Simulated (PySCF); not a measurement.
B2O2, charge +1, sextet, at a GFN2-xTB geometry of the parent state (a state made from the parent by changing its charge; the spin is typed, not shown lowest); PBE0/def2-SVP in PySCF.

PySCF was given this input:
```python
from pyscf import gto, scf, dft

mol = gto.Mole()
mol.atom = '''
    O    -0.000000   -0.000000   -2.002486
    B    -0.000000   -0.000000   -0.838130
    B     0.000000    0.000000    0.838130
    O     0.000000    0.000000    2.002486
'''
mol.basis = 'def2-svp'
mol.charge = 1
mol.spin = 5
mol.verbose = 4
mol.build()

mf = dft.ROKS(mol)
mf.xc = 'pbe0'
mf.kernel()
```

Task: Predict the main parts of the log of this PySCF run.

Result: 
```
PySCF version 2.14.0

[INPUT] verbose = 4
[INPUT] num. atoms = 4
[INPUT] num. electrons = 25
[INPUT] charge = 1
[INPUT] spin (= nelec alpha-beta = 2S) = 5
[INPUT] symmetry False subgroup None
[INPUT] Mole.unit = angstrom
[INPUT] Symbol           X                Y                Z      unit          X                Y                Z       unit  Magmom
[...]
nuclear repulsion = 67.6101702616081
number of shells = 24
number of NR pGTOs = 96
number of NR cGTOs = 56
basis = def2-svp
ecp = {}

******** <class 'pyscf.dft.roks.ROKS'> ********
method = ROKS
initial guess = minao
damping factor = 0
level_shift factor = 0
DIIS = <class 'pyscf.scf.diis.CDIIS'>
diis_start_cycle = 1
diis_space = 8
diis_damp = 0
SCF conv_tol = 1e-09
SCF conv_tol_grad = None
SCF max_cycles = 50
direct_scf = True
direct_scf_tol = 1e-13
num. doubly occ = 10  num. singly occ = 5
XC library pyscf.dft.libxc version 7.1.2
    S. Lehtola, C. Steigemann, M. J. T. Oliveira, and M. A. L. Marques,  SoftwareX 7, 1–5 (2018)
XC functionals = pbe0
    C. Adamo and V. Barone,  J. Chem. Phys. 110, 6158 (1999)
    M. Ernzerhof and G. E. Scuseria,  J. Chem. Phys. 110, 5029 (1999)
radial grids:
    Treutler-Ahlrichs [JCP 102, 346 (1995); DOI:10.1063/1.469408] (M4) radial grids

becke partition: Becke, JCP 88, 2547 (1988); DOI:10.1063/1.454033
pruning grids: <function nwchem_prune>
grids dens level: 3
symmetrized grids: False
atomic radii adjust function: <function treutler_atomic_radii_adjust>
small_rho_cutoff = 0
Set gradient conv threshold to 3.16228e-05
tot grids = 56256
init E= -200.200949626702
[...]
cycle= 1 E= -198.746736341102  delta_E= 1.45  |g|= 0.312  |ddm|= 2.31
[...]
cycle= 2 E= -198.670751364241  delta_E= 0.076  |g|= 0.694  |ddm|=  1.1
[...]
cycle= 3 E= -198.788232513231  delta_E= -0.117  |g|= 0.255  |ddm|=  0.9
[...]
cycle= 4 E= -198.793865588581  delta_E= -0.00563  |g|= 0.339  |ddm|= 0.813
[...]
cycle= 5 E= -198.784922857074  delta_E= 0.00894  |g|= 0.248  |ddm|= 0.809
[...]
cycle= 6 E= -198.811399562895  delta_E= -0.0265  |g|= 0.257  |ddm|= 0.797
[...]
cycle= 7 E= -198.77947967821  delta_E= 0.0319  |g|= 0.487  |ddm|= 0.839
[...]
cycle= 8 E= -198.782313715929  delta_E= -0.00283  |g|= 0.478  |ddm|= 0.00772
[...]
cycle= 9 E= -198.78550421852  delta_E= -0.00319  |g|= 0.467  |ddm|= 0.00828
[...]
cycle= 10 E= -198.811800198751  delta_E= -0.0263  |g|= 0.255  |ddm|= 0.836
[...]
cycle= 11 E= -198.808276191938  delta_E= 0.00352  |g|= 0.274  |ddm|= 0.0162
[...]
cycle= 12 E= -198.718955385963  delta_E= 0.0893  |g|= 0.647  |ddm|= 0.884
[...]
cycle= 13 E= -198.726857794874  delta_E= -0.0079  |g|= 0.628  |ddm|= 0.0163
[...]
cycle= 14 E= -198.727719754541  delta_E= -0.000862  |g|= 0.626  |ddm|= 0.00219
[...]
cycle= 15 E= -198.734942190493  delta_E= -0.00722  |g|= 0.609  |ddm|= 0.014
[...]
cycle= 16 E= -198.744299230862  delta_E= -0.00936  |g|= 0.585  |ddm|= 0.0186
[...]
cycle= 17 E= -198.712538755258  delta_E= 0.0318  |g|= 0.662  |ddm|= 0.0606
[...]
cycle= 18 E= -198.735686929484  delta_E= -0.0231  |g|= 0.607  |ddm|= 0.05
[...]
cycle= 19 E= -198.79305030873  delta_E= -0.0574  |g|= 0.341  |ddm|= 0.893
[...]
cycle= 20 E= -198.78178711503  delta_E= 0.0113  |g|= 0.389  |ddm|= 0.0782
[...]
cycle= 21 E= -198.78139280119  delta_E= 0.000394  |g|= 0.389  |ddm|= 0.0397
[...]
cycle= 22 E= -198.802648906158  delta_E= -0.0213  |g|= 0.399  |ddm|= 0.86
[...]
cycle= 23 E= -198.810083311157  delta_E= -0.00743  |g|= 0.374  |ddm|= 0.0855
[...]
cycle= 24 E= -198.784405365872  delta_E= 0.0257  |g|= 0.455  |ddm|= 0.231
[...]
cycle= 25 E= -198.770190327629  delta_E= 0.0142  |g|= 0.49  |ddm|= 0.115
[...]
cycle= 26 E= -198.7706622281  delta_E= -0.000472  |g|= 0.488  |ddm|= 0.0103
[...]
cycle= 27 E= -198.777168409618  delta_E= -0.00651  |g|= 0.467  |ddm|= 0.0602
[...]
cycle= 28 E= -198.736975039026  delta_E= 0.0402  |g|= 0.498  |ddm|= 0.872
[...]
cycle= 29 E= -198.734869802156  delta_E= 0.00211  |g|= 0.499  |ddm|= 0.0356
[...]
cycle= 30 E= -198.70082103858  delta_E= 0.034  |g|= 0.568  |ddm|= 0.126
[...]
cycle= 31 E= -198.70103537405  delta_E= -0.000214  |g|= 0.57  |ddm|= 0.0535
[...]
cycle= 32 E= -198.83293249898  delta_E= -0.132  |g|= 0.233  |ddm|= 0.891
[...]
cycle= 33 E= -198.734259607395  delta_E= 0.0987  |g|= 0.477  |ddm|= 0.845
[...]
cycle= 34 E= -198.742601345188  delta_E= -0.00834  |g|= 0.507  |ddm|= 0.909
[...]
cycle= 35 E= -198.768573553543  delta_E= -0.026  |g|= 0.441  |ddm|= 0.0844
[...]
cycle= 36 E= -198.806091467818  delta_E= -0.0375  |g|= 0.284  |ddm|= 0.818
[...]
cycle= 37 E= -198.815251879163  delta_E= -0.00916  |g|= 0.32  |ddm|= 0.815
[...]
cycle= 38 E= -198.823826679515  delta_E= -0.00857  |g|= 0.292  |ddm|= 0.0727
[...]
cycle= 39 E= -198.803003498855  delta_E= 0.0208  |g|= 0.303  |ddm|= 0.821
[...]
cycle= 40 E= -198.803115662546  delta_E= -0.000112  |g|= 0.302  |ddm|= 0.0365
[...]
cycle= 41 E= -198.803202629008  delta_E= -8.7e-05  |g|= 0.302  |ddm|= 0.01
[...]
cycle= 42 E= -198.803276095263  delta_E= -7.35e-05  |g|= 0.302  |ddm|= 0.0285
[...]
cycle= 43 E= -198.806975132248  delta_E= -0.0037  |g|= 0.283  |ddm|= 0.0822
[...]
cycle= 44 E= -198.809389618341  delta_E= -0.00241  |g|= 0.373  |ddm|= 0.83
[...]
cycle= 45 E= -198.809483122708  delta_E= -9.35e-05  |g|= 0.369  |ddm|= 0.0392
[...]
cycle= 46 E= -198.804324184393  delta_E= 0.00516  |g|= 0.395  |ddm|= 0.108
[...]
cycle= 47 E= -198.798866826903  delta_E= 0.00546  |g|= 0.416  |ddm|= 0.059
[...]
cycle= 48 E= -198.799950417658  delta_E= -0.00108  |g|= 0.401  |ddm|= 0.281
[...]
cycle= 49 E= -198.813735603986  delta_E= -0.0138  |g|= 0.339  |ddm|= 0.262
[...]
cycle= 50 E= -198.782611840678  delta_E= 0.0311  |g|= 0.381  |ddm|= 0.883
SCF not converged.
SCF energy = -198.782611840678
```

The run did not converge; its last values are not results.
